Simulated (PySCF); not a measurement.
BEt2(CCH), C₆H₁₁B.
Cartesian coordinates in Å at the PBE0-D3(BJ)/def2-SVP level; atoms count from 1:
```
atom  x, y, z in Å
B1    -0.160   -0.227    0.011
C2     1.412   -0.246   -0.097
C3     1.991   -0.495    1.304
H4     1.792    0.714   -0.485
H5     1.758   -1.043   -0.775
H6     3.093   -0.500    1.289
H7     1.681    0.285    2.018
H8     1.661   -1.464    1.710
C9    -0.959    1.127    0.114
C10   -1.326    1.575   -1.309
H11   -0.336    1.905    0.589
H12   -1.879    1.020    0.709
H13   -1.869    2.533   -1.301
H14   -0.431    1.712   -1.938
H15   -1.970    0.836   -1.811
C16   -0.922   -1.555    0.013
C17   -1.531   -2.612    0.018
H18   -2.060   -3.548    0.019
```

Computed with delta-SCF UKS SCAN, pcX-2 on the ionised atom, pcseg-1 elsewhere, spin-free X2C in PySCF. The ground state was rerun for each ionised atom, in the same mixed basis as its hole state.

| ionised atom | basis functions | E(ionised) (Eh) | binding energy (eV) |
| --- | --- | --- | --- |
| B1 | 184 | -252.79277 | 195.541 |
| C2 | 184 | -249.33191 | 289.867 |
| C3 | 184 | -249.30686 | 290.547 |
| C16 | 184 | -249.32630 | 290.143 |
| C17 | 184 | -249.31973 | 290.316 |

Problem. Fill in the total energy of each ground state.

Solution. With binding energy = E(ionised) − E(ground) and 27.2114 eV a hartree:

| atom | binding energy (Eh) | E(ground) (Eh) |
| --- | --- | --- |
| B1 | 7.1860 | -259.9788 |
| C2 | 10.6524 | -259.9843 |
| C3 | 10.6774 | -259.9843 |
| C16 | 10.6626 | -259.9889 |
| C17 | 10.6689 | -259.9887 |

Problem. How much do the ground-state energies differ, and what would follow from using one of them for all holes?

Solution. They run from -259.9889 Eh (core basis on C16) to -259.9788 Eh (on B1), 0.0101 Eh or 0.27 eV apart, for one and the same state in different bases and grids. Pairing the ion of B1 with the ground state of C16 would put its binding energy 0.27 eV too high.

The listed C 1s values span 0.68 eV, from C2/C9 (bonded to C, 2 H and B) to C3/C10 (bonded to C and 3 H). The widest gap between neighbouring values is 0.27 eV, between 289.87 and 290.14 eV.

Only 1s holes are shown. One atom of each set of topologically equivalent atoms was ionised and stands for the set; in this conformer not all members are related by symmetry, and their own values weren't computed. The unrestricted hole states depart most from a pure doublet (⟨S²⟩ = 0.75; over 0.85 named) for C 1s of C16 (0.86) and C 1s of C17 (0.86), which makes these values less certain. One conformer (not necessarily the lowest) at the PBE0-D3(BJ)/def2-SVP geometry, without solvent, vibrations or thermal averaging.
